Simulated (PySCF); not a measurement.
# Cs₂Cl⁺: one-bond stretch

All numbers come from PySCF, PBE0, basis Cl def2-TZVP, Cs def2-TZVP with ECP46 (scalar-relativistic core potentials, no spin–orbit coupling, density fitting).

Rigid scan from the singlet minimum (Cl–Cs 3.096 Å (×2); Cs–Cl–Cs 180.0°). Coordinate: the bond from Cl to the last atom (Cs) scaled, the rest fixed. Energies in kJ/mol from the minimum.

```csv
scale of one bond,E (kJ/mol),"dipole size (D, about the centre of mass)"
0.92,11.8,1.07
0.96,2.7,0.53
1.00,0.0,0.00
1.05,2.2,0.64
1.12,11.0,1.50
1.20,24.0,2.45
1.35,48.6,4.17
1.55,74.8,–
1.80,97.4,–
2.20,119.2,–
```

At long bonds a restricted determinant can lie too high, and another spin state can fall below this curve.

Other isomers or separated fragments may lie lower.
